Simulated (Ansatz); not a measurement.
```yaml
crystal:
  periodic: [false, false, false]
  atoms:
    - {symbol: B, position_ang: [-1.633647, -0.936872, -1.058895]}
    - {symbol: P, position_ang: [-1.558081, -0.901960, 0.907016]}
    - {symbol: B, position_ang: [1.624094, -0.947924, -1.063572]}
    - {symbol: P, position_ang: [-0.002437, -0.004191, -1.629177]}
    - {symbol: P, position_ang: [1.563708, -0.896942, 0.902544]}
    - {symbol: B, position_ang: [0.002520, 0.004403, 1.685140]}
    - {symbol: B, position_ang: [0.004000, 1.877742, -1.068604]}
    - {symbol: P, position_ang: [-0.000890, 1.805009, 0.897746]}
    - {symbol: H, position_ang: [-1.616970, -2.109979, -1.406929]}
    - {symbol: H, position_ang: [-2.634581, -0.319458, -1.397797]}
    - {symbol: H, position_ang: [-1.615987, -2.197248, 1.507585]}
    - {symbol: H, position_ang: [-2.712206, -0.319682, 1.515781]}
    - {symbol: H, position_ang: [1.591107, -2.123922, -1.400926]}
    - {symbol: H, position_ang: [2.629184, -0.345331, -1.416191]}
    - {symbol: H, position_ang: [-0.004415, -0.007902, -3.055744]}
    - {symbol: H, position_ang: [1.636204, -2.186960, 1.512702]}
    - {symbol: H, position_ang: [2.717824, -0.300895, 1.497974]}
    - {symbol: H, position_ang: [0.004337, 0.007473, 2.903950]}
    - {symbol: H, position_ang: [-1.022197, 2.445725, -1.417852]}
    - {symbol: H, position_ang: [1.037282, 2.436401, -1.412254]}
    - {symbol: H, position_ang: [-1.091496, 2.507992, 1.496213]}
    - {symbol: H, position_ang: [1.082638, 2.514521, 1.501270]}
basis:
  gaussian: {orbitals: def2-TZVPD}
total_charge: -1
magnetization: {spin_polarized: true, initial_magnetization: 1}
hamiltonian: {xc: pbe0, dispersion: d4}
scf: {omitted_lower_state_checks: [starts]}
output: {orbitals: {seedname: orbitals}}
```

```sh
$ ansatz run in.yaml --threads 4 --pin off --events-out ev --progress --plain --max-ram 4787MiB
```

(1) Does this run fit into the memory that it is given?

Results:

(1) No. It has 446 basis functions, and Ansatz plans for 7 GiB where 5 GiB are given.
